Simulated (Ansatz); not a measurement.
Wavefunction ladder for C₂H₈FHfN, SMILES `[CH3][Hf]([CH3])([NH2])[F]`

```xyz
13

C    -1.346    0.495    1.323
Hf    0.089    0.578   -0.372
C    -0.099   -1.413   -1.342
N     1.958    0.738    0.389
F    -0.355    1.985   -1.589
H    -1.414    1.443    1.869
H    -2.356    0.250    0.970
H    -1.064   -0.275    2.051
H     0.516   -1.506   -2.244
H     0.203   -2.220   -0.663
H    -1.138   -1.610   -1.635
H     2.358    0.082    1.047
H     2.646    1.453    0.196
```

Total charge 0; spin multiplicity 1. Correlated methods include outer-core shells of Hf, which these sets cover unevenly. Hf: def2 effective core potential. Geometry: relaxed with PBE0-D4/def2-TZVP. It is one conformer, not always the lowest. Frozen core, restricted reference, Ansatz.

```
     basis     HF (Eh)  MP2 corr.
  def2-SVP  -281.69415   -0.88355
def2-TZVPP  -281.99766   -1.15760
def2-QZVPP  -282.00986   -1.26870
```

(1) Estimate the CCSD correlation energy and the (T) correction in each basis where they were run (hartree).

Results:

(1) 
```tsv
basis	CCSD corr.	(T)
def2-SVP	-0.92652	-0.02617
def2-TZVPP	-1.18979	-0.04510
```
